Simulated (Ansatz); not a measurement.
Input file for Ansatz (a quantum-chemistry and plane-wave program): R-r2SCAN/def2-TZVPP on CH6GeO (SMILES C[O][GeH3]), a point of a torsion scan.

Ansatz 0.2 input:
```yaml
crystal:
  periodic: [false, false, false]
  atoms:
    - {symbol: C, position_ang: [1.36770491, -0.04553991, 0.11797578]}
    - {symbol: O, position_ang: [0.45262593, -0.20946988, -0.94275542]}
    - {symbol: Ge, position_ang: [-1.15997496, -0.87475645, -0.81998620]}
    - {symbol: H, position_ang: [1.86851261, -0.98843748, 0.35186497]}
    - {symbol: H, position_ang: [2.11672996, 0.67748786, -0.20984757]}
    - {symbol: H, position_ang: [0.88581543, 0.33071652, 1.02384015]}
    - {symbol: H, position_ang: [-1.11082113, -2.32575234, -0.42075764]}
    - {symbol: H, position_ang: [-1.63115206, -0.66762792, -2.21358226]}
    - {symbol: H, position_ang: [-1.94385711, -0.10603041, 0.20950217]}
basis:
  gaussian:
    orbitals: def2-TZVPP
hamiltonian:
  xc: {name: r2SCAN}
scf: {lower_state_search: off}
```

The log:

```
WARN ansatz: RAYON_NUM_THREADS=1 ignored (pool sized by the plan → 1); use --threads N
Functional definition: r2SCAN
these checks for a lower state are left out or cut short: stability, starts, cluster_reference, orbital_swaps, neighbouring_geometries, increment
integrals: 0.10 GiB planned
1043 factors; their error is unknown
mean field: 0.76 GiB planned
mean field evaluation 1: about -59692.6416 eV, gradient 6.0e1 eV
mean field evaluation 2: about -59667.6860 eV, gradient 1.3e2 eV
mean field evaluation 4: about -59699.1120 eV, gradient 8.6e0 eV
mean field evaluation 8: about -59699.2487 eV, gradient 2.1e-1 eV
mean field evaluation 16: about -59699.2253 eV, gradient 6.6e-5 eV
mean field -59699.22528264 eV, -2193.9060635489 hartree, gradient 3.6e-6 eV, S^2 0.000000; 0 other end points of the search recorded, 0 dependent functions left out
reference -59699.22529431 eV, -2193.9060639778 hartree; 26, 26 occupied and 168, 168 virtual orbitals, 1043 factors
Total energy: -59699.22529431 eV, -2193.9060639778 hartree
Checks for a lower state left out: stability, starts, cluster_reference, orbital_swaps, neighbouring_geometries, increment
```

The calculation finished and met its thresholds.

Cost: roughly 5 core-seconds.
